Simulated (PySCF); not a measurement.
## Nuclear quadrupole coupling in BeMe(SMe)

BeMe(SMe), C₂H₆BeS.
Structure used (PBE0-D3(BJ)/def2-SVP), in Å, numbered top down from 1:
```xyz
10
C2H6BeS angstrom
Be     0.2431   -0.7673    0.3442
C      0.3242   -0.7546    2.0168
H     -0.6717   -0.6996    2.4897
H      0.9150    0.0941    2.4038
H      0.8063   -1.6726    2.3988
S      0.1688   -0.8181   -1.5635
C     -0.3652    0.8957   -1.9429
H     -1.3662    1.1056   -1.5434
H     -0.4047    0.9780   -3.0371
H      0.3503    1.6387   -1.5663
```

Field gradients from the PBE0/pcSseg-1 density (PySCF, non-relativistic), principal values in atomic units, ordered |Vxx| ≤ |Vyy| ≤ |Vzz|:

```json
{"atom": "S6", "Vxx": "-0.6584", "Vyy": "-1.5948", "Vzz": "2.2531"}
```

**Question.** Find the asymmetry η = (Vxx − Vyy)/Vzz and the couplings χ = eQV/h (234.96 MHz × Q in barn × V in au), with Q(33S) = −0.0678 b.

**Answer.** 
| atom | environment | nucleus | η | χzz (MHz) | χxx (MHz) | χyy (MHz) |
| --- | --- | --- | --- | --- | --- | --- |
| S6 | sulfur bonded to Be and C | 33S | 0.42 | -35.89 | 10.49 | 25.41 |

**Question.** What is Vzz at S6 in SI units (1 au = 9.71736 × 10²¹ V/m²)?

**Answer.** 2.2531 au = 21.894 × 10²¹ V/m².

**Question.** And the gradient at the other heavy atoms, for which no coupling is worked out here?

**Answer.** 
```json
{"atom": "Be1", "environment": "beryllium bonded to C and S", "Vzz (au)": "-0.244", "η": "0.20"}
{"atom": "C2", "environment": "carbon bonded to Be and 3 H", "Vzz (au)": "-0.202", "η": "0.04"}
{"atom": "C7", "environment": "carbon bonded to S and 3 H", "Vzz (au)": "0.302", "η": "0.02"}
```

Were the hydrogens deuterons (Q(2H) = 0.00286 b), χzz would run from 197 kHz (H9, H8 and H10) to 202 kHz (H3 and H4).

Isolated species at its PBE0-D3(BJ)/def2-SVP geometry, gas phase. The basis is small and wasn't made for field gradients, so the couplings can be 20 % off.
